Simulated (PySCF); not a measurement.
Compound: 2-hydroxypyridine, C5H5NO.
Cartesian coordinates in Å at the PBE0-D3(BJ)/def2-SVP level; atoms count from 1:
```
atom  x, y, z in Å
O1     2.4265    0.0986   -0.3034
C2     1.1068   -0.0264   -0.1279
C3     0.2676    1.0490   -0.4589
C4    -1.0941    0.8800   -0.2663
C5    -1.5762   -0.3309    0.2416
C6    -0.6490   -1.3236    0.5348
N7     0.6638   -1.1766    0.3543
H8     2.8090   -0.7434   -0.0159
H9     0.6961    1.9718   -0.8517
H10   -1.7840    1.6915   -0.5116
H11   -2.6419   -0.4976    0.4051
H12   -0.9762   -2.2896    0.9358
```

Computed at PBE0/pcSseg-1 (PySCF, non-relativistic), with Q(17O) = −0.0256 b, Q(14N) = 0.02044 b: O1, 17O (I = 5/2): χzz = -10.14 MHz, η = 0.741; N7, 14N (I = 1): χzz = -4.551 MHz, η = 0.077.

**Question.** Where would the pure quadrupole (NQR) lines of 17O at O1 fall for the rigid, isolated species?

**Answer.** From the eigenvalues of H = χ/[4I(2I − 1)] × [3Iz² − I(I + 1) + η(Ix² − Iy²)], steps between neighbouring levels, labelled as for η = 0: ±1/2↔±3/2 2.245 MHz, ±3/2↔±5/2 2.800 MHz (phenol-type oxygen).

**Question.** Find the zero-field quadrupole resonance frequencies of 14N at N7.

**Answer.** From ν± = (3/4)|χ|(1 ± η/3) and ν0 = |χ|η/2: ν+ 3.501 MHz, ν− 3.326 MHz, ν0 0.175 MHz (pyridine-type nitrogen).

In a crystal, neighbours and librations shift these lines. These gradients aren't converged with respect to the basis.

One conformer stands for the species.
